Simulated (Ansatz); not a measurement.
Harmonic frequencies (cm⁻¹) at PBE0-D4/def2-TZVP from Ansatz: 30, 109, 125, 174, 201, 236, 253, 274, 455, 711, 726, 744, 762, 980, 993, 1354, 1467, 1477, 3077, 3174, 3180.

Each molecule was computed in one conformer, which needn't be the lowest.

(1) Which molecule is it?
A. `[SiH3][Ge]([Cl])([Cl])[Cl]`
B. `C[S][Ge]([F])([F])[F]`
C. `[SH][GeH2][SH]`
D. `[OH][Ge]([SiH3])([Cl])[Cl]`

## Answers

(1) B.
